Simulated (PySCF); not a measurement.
Isomers of C7H10N2 and their computed core-level spectra.

The calculation used delta-SCF UKS SCAN, pcX-2 on the ionised atom, pcseg-1 elsewhere, spin-free X2C (PySCF). Geometries: PBE0-D3(BJ)/def2-SVP; isolated species, one conformer each.

Line lists (1s up to Mg, 2p3/2 beyond; areas count atoms within a level, one atom standing for each set equivalent by bonding):
1. C 1s: 291.23 (area 1), 291.25 (area 1), 291.26 (area 1), 291.37 (area 1), 291.38 (area 1), 291.74 (area 1), 291.85 (area 1) eV; N 1s: 404.35 (area 1), 404.39 (area 1) eV
2. C 1s: 289.68 (area 1), 289.92 (area 1), 290.34 (area 1), 290.44 (area 1), 290.79 (area 1), 291.43 (area 1), 292.03 (area 1) eV; N 1s: 403.79 (area 1), 405.06 (area 1) eV
3. C 1s: 289.69 (area 1), 290.35 (area 1), 290.57 (area 2), 290.93 (area 1), 291.16 (area 1), 291.78 (area 1) eV; N 1s: 404.49 (area 1), 406.40 (area 1) eV

Structures:
A. `c1c(nccc1)NCC`
B. `Cc1ccnn1C1CC1`
C. `C/N=C\C(C#N)=C(C)C`

Question: Match each list to its structure.

Answer: 
- 1 = C: another candidate has the same counts of sites, so positions decide. C 1s: 291.23 fully substituted alkene carbon, 291.25 N-methyl carbon, 291.26 allylic carbon, 291.37 fully substituted alkene carbon, 291.38 allylic carbon, 291.74 imine carbon, 291.85 nitrile carbon; N 1s: 404.35 imine nitrogen, 404.39 nitrile nitrogen.
- 2 = A: another candidate has the same counts of sites, so positions decide. C 1s: 289.68 aromatic CH carbon, 289.92 aromatic CH carbon, 290.34 methyl carbon, 290.44 aromatic CH carbon, 290.79 aromatic CH next to a ring nitrogen, 291.43 sp3 carbon bound to nitrogen, 292.03 aromatic carbon bearing nitrogen; N 1s: 403.79 pyridine-type nitrogen, 405.06 aniline-type nitrogen.
- 3 = B: no other candidate has these counts of sites. C 1s: 289.69 aromatic CH carbon, 290.35 aromatic CH next to a ring nitrogen, 290.57 three-membered-ring carbon (×2), 290.93 substituted aromatic carbon, 291.16 benzylic-type carbon, 291.78 sp3 carbon bound to nitrogen; N 1s: 404.49 pyridine-type nitrogen, 406.40 pyrrole-type nitrogen.

3 of these hole states are spin-contaminated (⟨S²⟩ up to 0.91, against 0.75; counted from 0.85) and less certain.
